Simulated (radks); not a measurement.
All-electron atom: Pr IV in [Xe] 4f2.

All-electron calculation, Dirac Kohn-Sham, Slater X-alpha with alpha = 0.853, spin-unpolarised, spherical densities, point nucleus; open shells are shared between the two j in proportion to 2j + 1. Program: a radial shooting solver on a logarithmic mesh with Libxc functionals.

Energy parts (hartree):
| part | energy |
|---|---|
| total | -9285.8072 |
| kinetic | 9991.4022 |
| electron-nucleus | -22564.7329 |
| Hartree | 3549.0620 |
| exchange | -261.5385 |

Orbitals (lengths in bohr, moments of r in powers of bohr; r(max) is where P^2 peaks; r(90%) holds 90 % of the orbital's charge):
| orbital | occ. | eigenvalue (hartree) | <r> | <1/r> | r(max) | r(90%) | small-component weight |
|---|---|---|---|---|---|---|---|
| 1s1/2 | 2 | -1540.638 | 0.02408 | 64.72 | 0.01541 | 0.0434 | 4.78e-02 |
| 2s1/2 | 2 | -249.6275 | 0.1024 | 15.31 | 0.08730 | 0.159 | 1.04e-02 |
| 2p1/2 | 2 | -236.3463 | 0.08584 | 15.30 | 0.06635 | 0.141 | 1.05e-02 |
| 2p3/2 | 4 | -218.4955 | 0.09214 | 13.80 | 0.07170 | 0.150 | 9.84e-03 |
| 3s1/2 | 2 | -55.04840 | 0.2712 | 5.544 | 0.2487 | 0.399 | 3.23e-03 |
| 3p1/2 | 2 | -49.34342 | 0.2607 | 5.463 | 0.2353 | 0.392 | 3.18e-03 |
| 3p3/2 | 4 | -45.79210 | 0.2730 | 5.087 | 0.2468 | 0.409 | 2.99e-03 |
| 3d3/2 | 4 | -35.76758 | 0.2439 | 4.960 | 0.1975 | 0.382 | 2.88e-03 |
| 3d5/2 | 6 | -34.99757 | 0.2477 | 4.865 | 0.2008 | 0.387 | 2.83e-03 |
| 4s1/2 | 2 | -11.95351 | 0.6182 | 2.310 | 0.5763 | 0.888 | 1.01e-03 |
| 4p1/2 | 2 | -9.79953 | 0.6345 | 2.209 | 0.5837 | 0.923 | 9.44e-04 |
| 4p3/2 | 4 | -9.02351 | 0.6620 | 2.084 | 0.6084 | 0.963 | 8.83e-04 |
| 4d3/2 | 4 | -5.46007 | 0.7099 | 1.871 | 0.6245 | 1.07 | 7.37e-04 |
| 4d5/2 | 6 | -5.32167 | 0.7196 | 1.840 | 0.6326 | 1.08 | 7.21e-04 |
| 5s1/2 | 2 | -2.50221 | 1.448 | 0.9213 | 1.320 | 2.07 | 2.34e-04 |
| 5p1/2 | 2 | -1.88999 | 1.599 | 0.8253 | 1.432 | 2.31 | 1.92e-04 |
| 5p3/2 | 4 | -1.76797 | 1.671 | 0.7832 | 1.496 | 2.41 | 1.77e-04 |
| 4f5/2 | 0.857143 | -1.25192 | 0.9603 | 1.342 | 0.6595 | 1.62 | 4.09e-04 |
| 4f7/2 | 1.14286 | -1.23569 | 0.9686 | 1.331 | 0.6640 | 1.63 | 4.04e-04 |

The highest occupied level is 4f7/2 at -33.625 eV. Summed over all electrons, <r^2> = 36.57 bohr^2, which gives a Langevin (diamagnetic) susceptibility term of -29 x 10^-6 cm^3/mol. For comparison, the ionisation energy in NIST's Atomic Spectra Database is 38.98 eV (semi-empirical). In exact Kohn-Sham theory the highest level is minus the ionisation energy, but local and semilocal functionals leave it too shallow, through self-interaction and a potential that decays too fast; potentials with the right tail come closer.

Beside tabulated values, note that spin-unpolarised runs miss the spin-polarisation part of the exchange energy of open shells.
